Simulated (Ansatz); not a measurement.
Diatomic PdC, multiplicity 3 (not the ground state: that is measured with 2S+1 = 1). No spin–orbit coupling. The T1 diagnostic near the minimum is 0.070, so single-reference values are doubtful.

Constants: fifth-degree fit in 1/R to seven points, most abundant isotopes. In def2 and cc sets the state is the lowest found near the PBE0 minimum, followed along R.

Codes used: Ansatz (a quantum-chemistry and plane-wave program).  In def2 rows elements past Kr take small-core potentials, without spin–orbit coupling.

| level | r_e (Å) | ω_e (cm⁻¹) | ω_e x_e (cm⁻¹) | dipole (D) |
|---|---|---|---|---|
| PBE/def2-TZVPP | 1.741 | 804 | 5.0 | 2.22 |
| PBE0/def2-TZVPP | 1.740 | (withheld) | 5.1 | 2.50 |
| wB97X-V/def2-TZVPP | (withheld) | (withheld) | 4.9 | 2.86 |

### Question
What belongs in the gaps?

### Answer

- wB97X-V/def2-TZVPP, r_e (Å): 1.750
- wB97X-V/def2-TZVPP, ω_e (cm⁻¹): 750
- PBE0/def2-TZVPP, ω_e (cm⁻¹): 777
